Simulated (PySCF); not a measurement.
Compound: C4H8N2SSi.
Bonds: C1–S2, S2–C3, C3–C4 (aromatic), C4–N5 (aromatic), N5–C6 (aromatic), C6–N7 (aromatic), N7–Si8, C3–N7 (aromatic). Hydrogens: H9, H10, H11 on C1; H12 on C4; H13 on C6; H14, H15, H16 on Si8.

The same species was optimised twice, with GFN2-xTB and with PBE0-D3(BJ)/def2-SVP (PySCF), and the same property calculations (PySCF, gas phase) were run on both structures.

```tsv
coordinate	GFN2-xTB	PBE0-D3(BJ)/def2-SVP	change
N7–Si8 (Å)	1.754	1.781	+0.027
C1–S2 (Å)	1.816	1.799	-0.017
C6–N7 (Å)	1.367	1.381	+0.014
C3–C4 (Å)	1.367	1.378	+0.011
C3–N7 (Å)	1.375	1.385	+0.010
C4–N5 (Å)	1.363	1.370	+0.007
N5–C6 (Å)	1.295	1.301	+0.006
S2–C3 (Å)	1.747	1.750	+0.003
C6–N7–Si8 (°)	128.9	126.7	-2.2
C3–N7–Si8 (°)	126.7	128.1	+1.4
S2–C3–C4 (°)	132.5	133.6	+1.1
C4–C3–N7 (°)	107.4	106.3	-1.1
C3–C4–N5 (°)	109.0	109.9	+0.9
C3–N7–C6 (°)	104.4	105.2	+0.8
N5–C6–N7 (°)	113.1	112.7	-0.4
C1–S2–C3 (°)	99.8	99.6	-0.2
C1–S2–C3–C4 (°)	0	-2	-2
```

Rotational constants: A = 2041, B = 1303, C = 807.0 MHz (GFN2-xTB) against A = 2016, B = 1274, C = 792.0 MHz (PBE0-D3(BJ)/def2-SVP). Atoms that the bonding makes alike are paired by their places after alignment.

On the GFN2-xTB structure: HOMO (eV) -5.88 [PBE0/pcSseg-1]; LUMO (eV) -0.20 [PBE0/pcSseg-1]; dipole (D) 2.67 [PBE0/pcSseg-1]; GIAO shielding of C1 (ppm) 167.0 [PBE0/pcSseg-1]; GIAO shielding of S2 (ppm) 533.8 [PBE0/pcSseg-1]; GIAO shielding of C3 (ppm) 51.6 [PBE0/pcSseg-1]; GIAO shielding of C4 (ppm) 56.8 [PBE0/pcSseg-1]; GIAO shielding of N5 (ppm) -44.4 [PBE0/pcSseg-1]; GIAO shielding of C6 (ppm) 43.4 [PBE0/pcSseg-1]; GIAO shielding of N7 (ppm) 94.0 [PBE0/pcSseg-1]; GIAO shielding of Si8 (ppm) 407.3 [PBE0/pcSseg-1].

Problem. What do these properties become on the PBE0-D3(BJ)/def2-SVP structure?

Solution. 
| property | level | on GFN2-xTB | on PBE0-D3(BJ)/def2-SVP | change |
| --- | --- | --- | --- | --- |
| HOMO (eV) | PBE0/pcSseg-1 | -5.88 | -5.93 | -0.05 |
| LUMO (eV) | PBE0/pcSseg-1 | -0.20 | -0.19 | +0.01 |
| dipole (D) | PBE0/pcSseg-1 | 2.67 | 2.58 | -0.09 |
| energy, GFN2-xTB geometry as zero (kcal/mol) | PBE0/pcSseg-1 | 0.0 | -1.6 | -1.6 |
| GIAO shielding of C1 (ppm) | PBE0/pcSseg-1 | 167.0 | 166.4 | -0.6 |
| GIAO shielding of S2 (ppm) | PBE0/pcSseg-1 | 533.8 | 531.0 | -2.8 |
| GIAO shielding of C3 (ppm) | PBE0/pcSseg-1 | 51.6 | 48.8 | -2.8 |
| GIAO shielding of C4 (ppm) | PBE0/pcSseg-1 | 56.8 | 54.4 | -2.4 |
| GIAO shielding of N5 (ppm) | PBE0/pcSseg-1 | -44.4 | -46.9 | -2.5 |
| GIAO shielding of C6 (ppm) | PBE0/pcSseg-1 | 43.4 | 40.5 | -2.9 |
| GIAO shielding of N7 (ppm) | PBE0/pcSseg-1 | 94.0 | 88.3 | -5.7 |
| GIAO shielding of Si8 (ppm) | PBE0/pcSseg-1 | 407.3 | 404.4 | -2.9 |

The heavy atoms differ by 0.024 Å rms after alignment. Among bonds between heavy atoms N7–Si8 changes most (+0.027 Å). Changes are differences of the printed values. Neither structure is proved a minimum here.

Conformer computed: `[CH3:1][S:2][c:3]1[cH:4][n:5][cH:6][n:7]1[SiH3:8]`: C1–S2–C3–C4 -2°.
